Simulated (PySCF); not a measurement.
System: sum formula H$_{3}$SiO$_{4}$ (charge -1, singlet). It need not be the lowest isomer of its formula. Whether it binds its extra electron was not tested at this geometry. 
Coordinates optimised at B3LYP-D3(BJ)/def2-TZVP (Ansatz):
```xyz
8

Si     0.0497    -0.0103    -0.0947
O      0.7698    -0.1601    -1.4673
O     -1.6012     0.3448    -0.1751
O      0.0933    -1.3754     0.9016
O      0.6488     1.2093     0.9110
H     -1.9200     0.0344    -1.0267
H      0.8578    -1.8960     0.6413
H      1.0813     1.8576     0.3490
```
Charge -1, spin multiplicity 1.

Dispersion corrections to the total energy (kcal/mol) from the dftd3 and dftd4 libraries through PySCF: D3(BJ) without and D4 with the three-body term, each with the damping fitted for the functional named.

```json
[
 {"functional": "BHLYP", "D3(BJ)": "-4.57", "D4": "[?]"},
 {"functional": "CAM-B3LYP", "D3(BJ)": "-2.51", "D4": "-3.53"},
 {"functional": "B2PLYP", "D3(BJ)": "-2.68", "D4": "-2.94"},
 {"functional": "TPSS", "D3(BJ)": "-4.07", "D4": "-5.74"},
 {"functional": "BLYP", "D3(BJ)": "-7.00", "D4": "[?]"},
 {"functional": "BP86", "D3(BJ)": "-5.20", "D4": "-5.56"},
 {"functional": "HSE06", "D3(BJ)": "-2.09", "D4": "[?]"}
]
```

Complete the blanks.


- BHLYP, D4: -5.00
- BLYP, D4: -9.53
- HSE06, D4: -3.26
